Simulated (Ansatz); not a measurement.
```yaml
crystal:
  periodic: [false, false, false]
  atoms:
    - {symbol: S, position_ang: [-2.301981, 0.703844, -0.721499]}
    - {symbol: Si, position_ang: [-0.273865, 1.130048, -0.169413]}
    - {symbol: Sn, position_ang: [0.941848, -0.998608, 0.581008]}
    - {symbol: H, position_ang: [-1.983867, -0.254374, -1.608433]}
    - {symbol: H, position_ang: [0.463992, 1.791097, -1.280221]}
    - {symbol: H, position_ang: [-0.399459, 2.096559, 0.951454]}
    - {symbol: H, position_ang: [0.779429, -2.191489, -0.632489]}
    - {symbol: H, position_ang: [2.607780, -0.722591, 0.840958]}
    - {symbol: H, position_ang: [0.254724, -1.600787, 2.021436]}
basis:
  gaussian: {orbitals: def2-TZVPP}
hamiltonian: {xc: {name: PBE}}
```

```sh
$ ansatz run in.yaml --threads 2 --pin off --events-out ev --progress --plain --max-ram 4352MiB
```

Output, abridged:

```
Functional definition: PBE
1314 factors; their error is unknown
mean field evaluation 1: about -24632.2811 eV, gradient 2.3e1 eV
mean field evaluation 2: about -24632.8652 eV, gradient 2.2e1 eV
mean field evaluation 4: about -24634.0228 eV, gradient 1.3e0 eV
mean field evaluation 8: about -24634.0035 eV, gradient 2.3e-1 eV
mean field evaluation 16: about -24634.0036 eV, gradient 2.8e-5 eV
mean field -24634.00356120 eV, -905.2829333468 hartree, gradient 2.8e-5 eV, S^2 0.000000; 0 other end points of the search recorded, 0 dependent functions left out
reference -24634.00361616 eV, -905.2829353665 hartree; 29, 29 occupied and 189, 189 virtual orbitals, 1314 factors
Total energy: -24634.00361616 eV, -905.2829353665 hartree
```

It took 2.9 s on 2 threads of an Arm Neoverse V1 on a shared host, with 0.27 GiB of host memory at the peak.
